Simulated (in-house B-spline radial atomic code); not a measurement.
Ionising Ni⁴⁺ with different functionals

Computed with a B-spline radial code for spherical atoms: four-component Dirac-Coulomb Hamiltonian, Fermi nucleus of rms radius 3.7757 fm, spin-restricted, spherical fractional occupations for the functionals. The ionisation energy is the difference of two self-consistent energies, [Ar] 3d6 → [Ar] 3d5, without Breit or QED terms; ε is the level of the shell that loses the electron (mean over j). The electron is taken from both j subshells in proportion to 2j + 1, so the result is a j average, not the step between ground levels.

Hybrids are left out here: with spherical fractional occupations of an open shell their exact exchange keeps a self-interaction that integer-occupation calculations don't have.

```json
{"method": "LDA VWN5", "rung": "LDA", "ΔSCF (eV)": "80.48", "-ε(3d) (eV)": "68.79"}
{"method": "relativistic LDA", "rung": "LDA", "ΔSCF (eV)": "80.50", "-ε(3d) (eV)": "68.81"}
{"method": "LDA PW92", "rung": "LDA", "ΔSCF (eV)": "80.47", "-ε(3d) (eV)": "68.78"}
{"method": "LDA exchange-only", "rung": "LDA", "ΔSCF (eV)": "78.55", "-ε(3d) (eV)": "66.90"}
{"method": "PBE", "rung": "GGA", "ΔSCF (eV)": "80.17", "-ε(3d) (eV)": "68.47"}
{"method": "PBEsol", "rung": "GGA", "ΔSCF (eV)": "80.13", "-ε(3d) (eV)": "68.43"}
{"method": "BLYP", "rung": "GGA", "ΔSCF (eV)": "80.11", "-ε(3d) (eV)": "68.43"}
{"method": "RPBE", "rung": "GGA", "ΔSCF (eV)": "80.08", "-ε(3d) (eV)": "68.38"}
{"method": "PW91", "rung": "GGA", "ΔSCF (eV)": "80.30", "-ε(3d) (eV)": "68.60"}
{"method": "BP86", "rung": "GGA", "ΔSCF (eV)": "80.22", "-ε(3d) (eV)": "68.52"}
{"method": "AM05", "rung": "GGA", "ΔSCF (eV)": "80.15", "-ε(3d) (eV)": "68.45"}
{"method": "OLYP", "rung": "GGA", "ΔSCF (eV)": "80.54", "-ε(3d) (eV)": "68.79"}
```

(1) How do they compare with the NIST value?

Results:

(1) NIST lists 76.06 eV ± 0.06 (semi-empirical, ground level to ground level). Errors run from +2.49 to +4.48 eV. The correlated functionals all miss on the same side by more than they spread, so the cause is common to them (Breit-QED terms, spin polarisation, the choice among j levels, multiplet and fine-structure energies, or a listed next ion that isn't the cheapest removal here) and closeness doesn't rank the functionals.
